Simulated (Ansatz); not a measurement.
Cost and result up the ladder for LiSn19H28 (48 atoms). Total charge 0; doublet. Geometry: PBE-D4/def2-SVP.

```xyz
48

Li    2.041   -4.022   -0.012
Sn   -4.532    3.654   -0.684
Sn   -3.720    4.216    3.799
Sn   -0.696    5.792    0.685
Sn   -0.331    1.456   -1.151
Sn    0.435    2.258    3.364
Sn    3.720   -4.975   -4.864
Sn    4.243   -2.403   -1.117
Sn   -3.342    0.033    1.932
Sn    0.873   -1.754    1.472
Sn    0.353   -3.059   -2.316
Sn   -3.426    5.381    1.249
Sn   -3.122    1.196   -0.629
Sn    1.114   -3.914   -4.899
Sn   -2.297    1.782    3.885
Sn    0.667    3.315    0.754
Sn    1.704   -0.792   -1.133
Sn    1.850   -0.176    3.597
Sn    5.478   -3.230   -3.531
Sn   -1.858   -2.362    1.904
H    -6.226    3.399   -0.371
H    -4.407    4.371   -2.262
H    -5.401    3.932    4.135
H    -3.129    5.294    5.028
H    -0.537    6.508   -0.891
H    -0.011    6.914    1.826
H    -0.169    2.301   -2.685
H     1.039    3.393    4.543
H     4.261   -5.316   -6.478
H     3.684   -6.484   -4.005
H     5.455   -1.950    0.059
H     3.824   -4.042   -0.424
H    -5.001   -0.332    2.330
H     1.635   -3.390    1.684
H    -1.373   -3.173   -2.113
H     0.845   -4.508   -1.337
H    -4.270    6.907    1.217
H    -3.842    0.083   -1.767
H     1.083   -2.529   -5.948
H    -0.010   -5.069   -5.549
H    -2.476    1.047    5.457
H     2.364    3.611    0.468
H     3.562    0.053    3.405
H     1.592   -0.933    5.140
H     5.753   -1.831   -4.520
H     7.024   -3.983   -3.272
H    -2.406   -3.416    0.635
H    -2.014   -3.251    3.392
```

Ansatz on 4 threads of AMD EPYC 7R13 on a shared host and a share (37 GiB) of an NVIDIA H100 80GB HBM3. Times are rough, and most runs start from the orbitals of an earlier one. PBE0-D4/def2-SVP serves as the yardstick here, not as an exact answer. Differences are given only for rows in sets of like size (and for xTB, whose basis is part of the method), since another set adds its own error. Binding counts from free atoms at the same level (Li doublet, Sn triplet, H doublet; other spins of the atoms weren't run), without zero-point energy or a counterpoise term.

In the def2 sets Sn takes a core potential; there is no spin–orbit coupling. Single mean-field runs in def2-SVP, def2-mTZVP are fitted with def2-universal-jkfit.

| level | functions | wall time |
| --- | --- | --- |
| PBE-D4/def2-SVP (with forces) | 643 | 8.1 s |
| PBE0-D4/def2-SVP | 643 | 9.5 s |
| r2SCAN-D4/def2-SVP | 643 | 9.5 s |
| r2SCAN-D4/def2-mTZVP | 776 | 15 s |
| B97M-V/def2-SVP | 643 | 17 s |

Task: Estimate what each level gives for the binding energy per atom (eV).

Result: 
```
                        level  binding energy per atom (eV)  difference from PBE0-D4/def2-SVP (eV)
PBE-D4/def2-SVP (with forces)                          2.41                                   0.01
             PBE0-D4/def2-SVP                          2.40                                   0.00
           r2SCAN-D4/def2-SVP                          2.41                                   0.01
         r2SCAN-D4/def2-mTZVP                          2.39                                      –
              B97M-V/def2-SVP                          2.49                                   0.09
```
